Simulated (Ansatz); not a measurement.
Two isomers of CH9AlSi2: A = `C[SiH]([AlH2])[SiH3]`, B = `[SiH3][CH2][AlH][SiH3]`.

Isolated molecules relaxed with PBE0-D4/def2-TZVP in Ansatz; ΔE leaves out vibrations. CBS: MP2 limit from def2 TZ/QZ plus the TZ coupled-cluster correction, frozen cores. DFT in def2-TZVPP. B3LYP here is the variant with VWN-RPA as its local correlation; programs differ in this. Each species was taken in one conformer, which may not be the lowest.

Problem. Which isomer does CCSD(T)/CBS put lower? Give the gap. (Estimate.)

Solution. Ansatz gave: B, by 2.1 kcal/mol.

Problem. Give E(B) − E(A) in kcal/mol with PBE-D4, CCSD(T)/def2-TZVPP, CCSD/def2-TZVPP, r2SCAN-D4, MP2/def2-TZVPP, HF/def2-TZVPP, B3LYP-D4. (An estimate is asked.)

Solution. The calculation gave: PBE-D4 1.1, CCSD(T)/def2-TZVPP -2.2, CCSD/def2-TZVPP -2.5, r2SCAN-D4 -1.0, MP2/def2-TZVPP -3.2, HF/def2-TZVPP -3.7, B3LYP-D4 -1.2. The order is the other way round with PBE-D4.

Largest T1 diagnostic: 0.012.

From PBE to PBE0 (25 % exact exchange), in def2-TZVPP and without D4, E(B) − E(A) moves by −0.7 kcal/mol. The D4 term adds +0.8 kcal/mol with B3LYP and +0.4 kcal/mol with PBE0; it sums over pairs of atoms, weighted by their polarisabilities, and B3LYP, whose exchange is more repulsive, gets the larger term.
